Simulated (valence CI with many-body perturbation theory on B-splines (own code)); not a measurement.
Sn XX: electric-dipole lines

Level of theory: valence CI with perturbative core correlation (CI+MBPT): three valence electrons over a frozen Dirac-Fock core [Ar] 3d10, radial functions for each j: 11 s, 11 p, 10 d, 8 f, 5 g, 2 h, with the one-electron correlation potential Σ1 (screened to all orders), the two-electron term Σ2, the three-electron term Σ3, Breit, model QED; selected single and double excitations, second order for the rest, scaled by the run's own slope (own B-spline code, finite nucleus).

No measured levels were compared; by estimate levels hold to about 250 cm⁻¹ or 0.2 % of their energy and the worst to 1 %, as in measured heavy ions of charge 2 to 7; those with d or f electrons hold less well.

Lines 51 to 100 of 557 in falling wavelength, among levels below 278.26 eV, chosen from the strongest by gf and those to the six lowest levels. Wavelengths and rates use the calculated energies, so an error of 2000 cm⁻¹ moves a line at 238.4 Å by 0.48 % and its rate by three times that or more. Electric multipoles are in the length gauge, E1 and E2 with the static RPA response of the core. Weak lines are less certain than strong ones. Lines between different terms over intervals too small for the method are left out, as are lines whose strength nearly cancels. Where a level lies close to another of its J and parity, the split of strength between their lines is uncertain. The highest levels of a list are the least certain.

Names give the largest LS component (configuration and term), which can be under half, so a name can repeat, a term be missing and a line seem to break the LS rules; names also repeat where a configuration has a term twice. Letters in brackets count levels of one name in rising energy.

| λ vac (Å) | Upper | Lower | A (s⁻¹) | S (a.u.) with core polarisation | S without |
| --- | --- | --- | --- | --- | --- |
| 238.4 | 4p 4d2 4G°_11/2 [b] | 4s 4d2 4F_9/2 | 9.97e+09 | 8.00e-01 | 8.77e-01 |
| 237.7 | 4p2 4d 4P_3/2 | 4s 4p 4d 4D°_5/2 | 9.55e+09 | 2.53e-01 | 2.77e-01 |
| 237.6 | 4p3 4S°_3/2 | 4s 4p2 2D_3/2 | 3.48e+09 | 9.22e-02 | 1.01e-01 |
| 236.0 | 4p2 4f 4G°_11/2 | 4s 4p 4f 4F_9/2 [b] | 8.64e+09 | 6.73e-01 | 7.35e-01 |
| 235.3 | 4p2 4d 2D_5/2 [c] | 4s 4p 4d 2D°_5/2 [b] | 1.19e+10 | 4.58e-01 | 5.02e-01 |
| 234.7 | 4p3 2D°_5/2 | 4s 4p2 2D_3/2 | 4.63e+09 | 1.77e-01 | 1.94e-01 |
| 234.5 | 4p2 4d 4D_7/2 | 4s 4p 4d 2D°_5/2 [a] | 9.54e+09 | 4.85e-01 | 5.32e-01 |
| 234.2 | 4p 4d2 4D°_7/2 [a] | 4s 4d2 4P_5/2 | 6.41e+09 | 3.25e-01 | 3.56e-01 |
| 233.3 | 4p2 4d 2G_7/2 | 4s 4p 4d 2F°_5/2 [a] | 6.31e+09 | 3.16e-01 | 3.47e-01 |
| 232.3 | 4p2 4f 2G°_9/2 [b] | 4s 4d2 2G_9/2 | 8.16e+09 | 5.05e-01 | 5.52e-01 |
| 231.9 | 4p 4d2 4P°_5/2 | 4s 4d2 4P_3/2 | 7.21e+09 | 2.66e-01 | 2.92e-01 |
| 231.3 | 4s 4p 4d 2F°_7/2 [a] | 4s2 4d 2D_5/2 | 1.09e+10 | 5.32e-01 | 5.82e-01 |
| 231.1 | 4p2 4d 4F_7/2 | 4s 4p 4d 4P°_5/2 | 1.42e+10 | 6.93e-01 | 7.60e-01 |
| 229.2 | 4p2 4d 2F_7/2 [a] | 4s 4p 4d 4F°_7/2 | 5.56e+09 | 2.64e-01 | 2.89e-01 |
| 229.1 | 4p 4d2 4G°_11/2 [a] | 4s 4p 4f 4F_9/2 [a] | 1.54e+10 | 1.10e+00 | 1.20e+00 |
| 228.7 | 4p 4d2 2G°_9/2 | 4s 4p 4f 2F_7/2 [b] | 6.72e+09 | 3.96e-01 | 4.31e-01 |
| 228.6 | 4p2 4f 2H°_9/2 | 4s 4p 4f 2F_7/2 [a] | 5.36e+09 | 3.16e-01 | 3.43e-01 |
| 228.4 | 4p3 2P°_3/2 [a] | 4s 4p2 4P_3/2 | 7.35e+09 | 1.73e-01 | 1.89e-01 |
| 226.2 | 4s 4p 4d 2P°_3/2 [a] | 4s2 4d 2D_3/2 | 1.11e+10 | 2.54e-01 | 2.78e-01 |
| 224.6 | 4p2 4f 2G°_7/2 [b] | 4s 4p 4f 4F_9/2 [a] | 9.20e+09 | 4.12e-01 | 4.49e-01 |
| 224.4 | 4p2 4f 4G°_11/2 | 4s 4p 4f 4G_11/2 | 1.99e+10 | 1.33e+00 | 1.46e+00 |
| 223.5 | 4p2 4f 4F°_7/2 | 4s 4p 4f 4D_5/2 | 9.72e+09 | 4.28e-01 | 4.68e-01 |
| 222.8 | 4p2 4d 4D_7/2 | 4s 4p 4d 4D°_7/2 | 5.52e+09 | 2.41e-01 | 2.64e-01 |
| 222.4 | 4p2 4f 2G°_9/2 [a] | 4s 4p 4f 4G_7/2 [b] | 1.36e+10 | 7.36e-01 | 8.03e-01 |
| 222.3 | 4p2 4f 4F°_7/2 | 4s 4p 4f 4F_9/2 [b] | 5.37e+09 | 2.33e-01 | 2.54e-01 |
| 222.1 | 4p 4d2 4F°_9/2 | 4s 4d2 4F_9/2 | 7.82e+09 | 4.23e-01 | 4.62e-01 |
| 222.1 | 4p 4d2 4F°_9/2 | 4s 4d2 4F_7/2 | 8.76e+09 | 4.74e-01 | 5.18e-01 |
| 222.0 | 4s 4p 4f 2G_9/2 [a] | 4s2 4f 2F°_7/2 | 1.68e+10 | 9.07e-01 | 9.90e-01 |
| 221.7 | 4p 4d2 4D°_7/2 [b] | 4s 4d2 4P_5/2 | 5.52e+09 | 2.37e-01 | 2.60e-01 |
| 221.6 | 4p2 4d 2F_5/2 [a] | 4s 4p 4d 4F°_5/2 | 7.88e+09 | 2.54e-01 | 2.77e-01 |
| 221.1 | 4p2 4f 4F°_9/2 | 4s 4p 4f 4F_7/2 | 5.85e+09 | 3.12e-01 | 3.40e-01 |
| 221.1 | 4p2 4f 4G°_9/2 | 4s 4p 4f 4F_9/2 [a] | 7.89e+09 | 4.21e-01 | 4.60e-01 |
| 220.1 | 4s 4p 4d 2F°_7/2 [b] | 4s2 4d 2D_5/2 | 2.29e+10 | 9.63e-01 | 1.06e+00 |
| 219.8 | 4p 4d2 4F°_7/2 | 4s 4p 4f 4G_7/2 [b] | 5.68e+09 | 2.38e-01 | 2.60e-01 |
| 218.1 | 4p2 4d 2D_5/2 [a] | 4s 4p 4d 2D°_3/2 [a] | 8.30e+09 | 2.55e-01 | 2.80e-01 |
| 217.9 | 4p2 4f 4G°_11/2 | 4s 4d2 2G_9/2 | 1.09e+10 | 6.69e-01 | 7.33e-01 |
| 217.5 | 4p2 4f 2G°_9/2 [b] | 4s 4p 4f 2G_7/2 [a] | 1.16e+10 | 5.89e-01 | 6.42e-01 |
| 217.4 | 4p2 4d 4F_9/2 | 4s 4p 4d 4F°_7/2 | 8.03e+09 | 4.08e-01 | 4.46e-01 |
| 216.8 | 4s 4p2 2D_3/2 | 4s2 4p 2P°_1/2 | 2.08e+10 | 4.20e-01 | 4.58e-01 |
| 216.3 | 4p2 4f 4G°_9/2 | 4s 4p 4f 4G_7/2 [a] | 1.21e+10 | 6.04e-01 | 6.58e-01 |
| 215.8 | 4p 4d2 2G°_7/2 | 4s 4d2 4F_5/2 [a] | 9.54e+09 | 3.78e-01 | 4.12e-01 |
| 215.3 | 4p2 4d 2F_7/2 [a] | 4s 4p 4d 4F°_5/2 | 6.93e+09 | 2.73e-01 | 2.99e-01 |
| 214.0 | 4p2 4f 4D°_5/2 | 4s 4p 4f 4G_5/2 [b] | 9.70e+09 | 2.82e-01 | 3.07e-01 |
| 212.9 | 4p2 4d 2D_5/2 [b] | 4s 4p 4d 2F°_7/2 [a] | 2.86e+10 | 8.18e-01 | 8.92e-01 |
| 212.8 | 4p 4d2 2F°_7/2 [c] | 4s 4d2 2G_9/2 | 1.08e+10 | 4.10e-01 | 4.48e-01 |
| 212.7 | 4p2 4d 4D_5/2 | 4s 4p 4d 4F°_7/2 | 1.04e+10 | 2.95e-01 | 3.22e-01 |
| 212.5 | 4p2 4f 4G°_7/2 | 4s 4p 4f 4G_7/2 [a] | 8.59e+09 | 3.26e-01 | 3.56e-01 |
| 212.2 | 4s 4p 4d 2F°_5/2 [b] | 4s2 4d 2D_3/2 | 3.12e+10 | 8.82e-01 | 9.66e-01 |
| 211.8 | 4p3 4S°_3/2 | 4s 4p2 4P_5/2 | 1.25e+10 | 2.34e-01 | 2.56e-01 |
| 211.2 | 4p2 4f 4G°_7/2 | 4s 4p 4f 4G_5/2 [a] | 7.60e+09 | 2.83e-01 | 3.08e-01 |
